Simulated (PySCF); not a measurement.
Ligands exchanged one at a time, Al OH-SiH3. Isolated molecules, 0 K electronic values unless said otherwise. One relaxed conformer stands for each flexible species; it need not be the lowest. Strings in code marks are SMILES.

All values below come from PySCF with PBE-D3(BJ)/def2-TZVP // B3LYP-D3(BJ)/def2-TZVP. All candidates: neutral, multiplicity 1. Excitations are Tamm–Dancoff values on a coarser integration grid. The basis has no diffuse functions, so Rydberg states are missing or too high.

```
Item                   Value
-------------------  -------
S1 excitation (TDA)  3.14 eV
T1 excitation (TDA)  2.64 eV
HOMO–LUMO gap        2.95 eV
```

Task: Identify which member has these values.
A. `[SiH3][Al]([SiH3])[SiH3]`
B. `[OH][Al]([SiH3])[SiH3]` (H–O–Al–Si torsion 180°)
C. `[OH][Al]([OH])[OH]`
D. `[OH][Al]([OH])[SiH3]` (H–O–Al–Si torsion 180°, Si–Al–O–H torsion -180°)

Result: A, `[SiH3][Al]([SiH3])[SiH3]`. The others give `[OH][Al]([OH])[SiH3]` (H–O–Al–Si torsion 180°, Si–Al–O–H torsion -180°): 6.03 eV, 4.81 eV, 5.47 eV; `[OH][Al]([SiH3])[SiH3]` (H–O–Al–Si torsion 180°): 3.76 eV, 3.18 eV, 3.52 eV; `[OH][Al]([OH])[OH]`: 6.05 eV, 5.80 eV, 5.97 eV
